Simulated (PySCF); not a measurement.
Species: C5H10Se.
Numbering: `[CH2:1]=[C:2]([CH3:3])[C@H:4]([CH3:5])[SeH:6]` (hydrogens: H7, H8 on C1; H9, H10, H11 on C3; H12 on C4; H13, H14, H15 on C5; H16 on Se6)

Torsions of this conformer, `[CH2:1]=[C:2]([CH3:3])[C@H:4]([CH3:5])[SeH:6]`: C1–C2–C4–C5 22°, H–Se6–C4–C2 -157°.

The closed-shell ground state was solved at several levels (PySCF, density fitting, gas phase). Isolated species at its PBE0-D3(BJ)/def2-SVP geometry (one conformer only). Relativistic effects, spin–orbit coupling among them, are left out although an element past zinc is present.

| level | basis functions | total energy (Eh) | HOMO (eV) | LUMO (eV) | gap (eV) | dipole (D) |
| --- | --- | --- | --- | --- | --- | --- |
| CAM-B3LYP/pcSseg-1 | 176 | -2597.8129 | -7.75 | 0.94 | 8.69 | 1.40 |
| B3LYP/pcJ-1 (pcSseg-1 on Se) | 276 | -2597.8889 | -6.19 | -0.42 | 5.77 | 1.38 |
| CAM-B3LYP/def2-SVPD | 221 | -2597.6605 | -7.82 | 0.54 | 8.36 | 1.48 |

Problem. What might PBE0/pcSseg-1 (176 basis functions) give for the same quantities?

Solution. Total energy -2597.2744 Eh, HOMO -6.47 eV, LUMO -0.23 eV, gap 6.24 eV, dipole 1.46 D.

Problem. Over all these levels, which gives the widest orbital gap and which the narrowest?

Solution. CAM-B3LYP/pcSseg-1 (range-separated hybrid) has the widest, 8.69 eV, and B3LYP/pcJ-1 (pcSseg-1 on Se) (global hybrid, 20 % exact exchange) the narrowest, 5.77 eV. Functional and basis both differ between the two, so the spread mixes both effects.

Problem. How far do the dipole and the HOMO energy spread over the levels?

Solution. The dipole runs from 1.38 to 1.48 D (mean 1.43 D) and the HOMO from -7.82 to -6.19 eV.
